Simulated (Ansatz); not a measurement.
# Cost against result

Saddle point of SiNH₇O₂, singlet (SiH₄O₂ ([OH][SiH2][OH]) + NH₃ → SiNH₅O ([NH2][SiH2][OH]) + H₂O; bonds formed: O2–H6; dative contacts that become bonds: Si1–N7; bonds broken: Si1–O2, H6–N7), PBE0-D4/def2-TZVP structure:

Si1  (-0.553, -0.599, 0.084)
O2  (1.432, -0.027, 0.426)
H3  (0.028, -1.729, -0.691)
H4  (-2.016, -0.730, -0.228)
O5  (-0.701, -0.512, 1.718)
H6  (0.872, 0.830, -0.375)
N7  (-0.231, 1.008, -0.813)
H8  (2.092, -0.611, 0.049)
H9  (0.166, -0.388, 2.119)
H10  (-0.330, 0.958, -1.820)
H11  (-0.759, 1.800, -0.468)
(Å)

Barriers are electronic and count from the start structure reached by relaxing down the imaginary mode.

Computed with Ansatz 0.2.0 (basis: as named in each row); correlated methods freeze the cores. B3LYP uses VWN-RPA correlation. Extrapolation: Hartree–Fock as exp(−7.88 √X), correlation as X^−2.97.

Times are rough, for one single point on 4 threads of a shared host (Arm Neoverse V2).

The estimate by CCSD(T) at an estimated basis limit (MP2 extrapolated from triple and quadruple zeta, plus CCSD(T) − MP2 in triple zeta) is 33.19 kcal/mol.

| method | basis | time (s) | barrier (kcal/mol) | method less estimate |
| --- | --- | --- | --- | --- |
| HF | STO-3G | under 1 | 31.75 | -1.44 |
| PBE-D4 | STO-3G | under 1 | -3.59 | -36.78 |
| SPW92 | def2-SVP | under 1 | 19.40 | -13.79 |
| B3LYP-D4 | 6-31G | under 1 | 21.30 | -11.89 |
| PBE-D4 | def2-SVP | under 1 | 23.29 | -9.90 |
| PBE0-D4 | def2-SVP | under 1 | 27.06 | -6.12 |
| SPW92 | def2-TZVPP | under 1 | 22.96 | -10.23 |
| PBE-D4 | def2-TZVPP | 1 | 26.55 | -6.64 |
| BLYP-D4 | def2-TZVPP | 2 | 28.56 | -4.62 |
| B3LYP-D4 | def2-TZVPP | 2 | 31.10 | -2.09 |
| BHLYP-D4 | def2-TZVPP | 2 | 35.11 | 1.92 |
| PBE0-D4 | def2-TZVPP | 2 | 29.97 | -3.21 |
| CAM-B3LYP-D4 | def2-TZVPP | 2 | 31.63 | -1.56 |
| CCSD(T) | def2-SVP | 3 | 32.26 | -0.93 |
| wB97M-V | def2-SVP | 3 | 28.92 | -4.27 |
| r2SCAN-D4 | def2-TZVPP | 3 | 30.12 | -3.07 |
| r2SCAN0-D4 | def2-TZVPP | 3 | 32.19 | -0.99 |
| B2PLYP | def2-TZVPP | 4 | 32.02 | -1.16 |
| PBE-QIDH | def2-TZVPP | 4 | 32.30 | -0.89 |
| RPA on PBE | def2-TZVPP | 4 | 32.75 | -0.44 |
| wB97X-V | def2-TZVPP | 5 | 32.17 | -1.01 |
| B97M-V | def2-TZVPP | 6 | 34.42 | 1.23 |
| wB97M-V | def2-TZVPP | 6 | 32.04 | -1.15 |
| MP2 | def2-QZVPP | 16 | 32.12 | -1.07 |
| CCSD(T) | def2-TZVPP | 86 | 33.20 | 0.02 |

All methods are single points on the PBE0-D4 structures; a negative value means that the method puts the saddle structure below the start.

No T1 diagnostic of these runs exceeds 0.012.

Labels in which every atom is bracketed show which atoms are joined, not bond orders.
